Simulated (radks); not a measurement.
Problem. These are the eigenvalues of the occupied orbitals of an atom or ion with whole-number occupations (hartree). Method: scalar-relativistic Kohn-Sham, BLYP, spin-unpolarised, spherical densities, point nucleus; computed with a radial shooting solver on a logarithmic mesh with Libxc functionals.

orbital  eigenvalue
1s        -2800.076
2s        -491.2685
2p        -426.9769
3s        -116.2287
3p        -97.43461
3d        -76.76223
4s        -26.15257
4p        -19.98967
4d        -12.42644
5s         -5.31495
4f         -4.01810
5p         -3.70064
5d         -1.84991

Which element is it, and in what charge state? The configuration may be excited.

Solution. Z = 77, iridium, charge +4: Ir4+ in [Xe] 4f14 5d5. The list shows which subshells hold electrons but not how many an open one holds; the 1s level, -2800.1 hartree, gives Z - s = 74.8 by -(Z - s)^2/2, which with screening and relativity narrows Z to a few neighbours, and the depths of the outer levels then fix element, charge and occupations together.
